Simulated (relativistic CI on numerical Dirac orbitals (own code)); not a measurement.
# d5 in a ligand field

Computed with a parametric ligand-field model of a d^n configuration (Racah B and C, spin-orbit zeta, crystal field), exact diagonalisation.

Field parameters in Wybourne normalisation: D4h B²₀ = −7Ds, B⁴₀ = 21(Dq − Dt), B⁴₄ = 21√(5/14) Dq; Oh B⁴₀ = 21Dq, B⁴₄ = √(5/14) B⁴₀; Td as Oh with Dq negative (B⁴₀ = 21Dq, B⁴₄ = √(5/14) B⁴₀). The field is a parameter set, without covalency.

(1) Ground term and bands for B = 440, C = 1830, ζ = 0 cm⁻¹, Oh, 10Dq = 7000 cm⁻¹?

(2) Ground term and bands for B = 760, C = 3410, ζ = 0 cm⁻¹, Td, 10Dq = -10000 cm⁻¹?

(3) Ground term and bands for B = 480, C = 1820, ζ = 0 cm⁻¹, Td, 10Dq = -1800 cm⁻¹?

(4) Ground term and bands for B = 460, C = 1960, ζ = 0 cm⁻¹, D4h, 10Dq = 16100, Ds = 3000, Dt = -160 cm⁻¹?

(5) Ground term and bands for B = 820, C = 3010, ζ = 0 cm⁻¹, Td, 10Dq = -3200 cm⁻¹?

Answers

(1) Ground term 6A1 with 2.00 electrons in the two orbitals of the cubic e set. Spin-allowed: none. Lowest spin-forbidden: 4T1 7943 cm⁻¹ (1259 nm), 2T2 9096 cm⁻¹ (1099 nm), 4T2 10630 cm⁻¹ (941 nm). A high-spin d5 ion has no spin-allowed d-d band, hence its pale colour.

(2) Ground term 6A1 with 2.00 electrons in the two orbitals of the cubic e set. Spin-allowed: none. Lowest spin-forbidden: 4T1 17151 cm⁻¹ (583 nm), 4T2 21283 cm⁻¹ (470 nm), 2T2 21913 cm⁻¹ (456 nm). A high-spin d5 ion has no spin-allowed d-d band, hence its pale colour.

(3) Ground term 6A1 with 2.00 electrons in the two orbitals of the cubic e set. Spin-allowed: none. Lowest spin-forbidden: 4T1 13001 cm⁻¹ (769 nm), 4T2 13746 cm⁻¹ (727 nm), 4A1+E 13900 cm⁻¹ (719 nm). A high-spin d5 ion has no spin-allowed d-d band, hence its pale colour.

(4) Ground term 2B2 with 0.03 electrons in the two orbitals of the cubic e set. Spin-allowed: 2E 8920 cm⁻¹ (1121 nm), 2A1 12819 cm⁻¹ (780 nm), 2E 15492 cm⁻¹ (645 nm), 2B1 15779 cm⁻¹ (634 nm). Lowest spin-forbidden: 4E 7694 cm⁻¹ (1300 nm), 4A2 14986 cm⁻¹ (667 nm), 6A1 14994 cm⁻¹ (667 nm).

(5) Ground term 6A1 with 2.00 electrons in the two orbitals of the cubic e set. Spin-allowed: none. Lowest spin-forbidden: 4T1 21570 cm⁻¹ (464 nm), 4T2 22961 cm⁻¹ (436 nm), 4A1+E 23250 cm⁻¹ (430 nm). A high-spin d5 ion has no spin-allowed d-d band, hence its pale colour.
